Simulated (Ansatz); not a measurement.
Cartesian coordinates in Å:
```
O 1.637 1.136 -0.107
B 0.430 1.732 -0.155
F 0.428 3.055 -0.269
S -1.232 0.975 -0.086
Sn -0.807 -1.380 0.126
H 1.618 0.178 -0.026
H -1.468 -1.919 1.597
H -1.500 -2.175 -1.208
H 0.894 -1.601 0.127
```

Charge 0, multiplicity 1. Sn: def2 effective core potential.

Question: List the r2SCAN/def2-TZVPP orbital energies in eV (Ansatz). (An estimate is asked.)

Answer: Ansatz gave: Occupied: -2409.12, -666.31, -516.60, -213.57, -182.89, -157.63, -157.55, -157.48, -137.95, -92.80, -92.74, -92.70, -31.83, -27.53, -27.21, -27.18, -27.14, -27.04, -27.04, -18.79, -15.23, -13.91, -13.08, -11.50, -11.41, -10.49, -9.28, -9.11, -9.03, -8.79, -7.87, -6.87. Lowest empty: -1.48, -0.88, -0.28, 0.01, 0.27, 1.33, 1.81, 2.11.
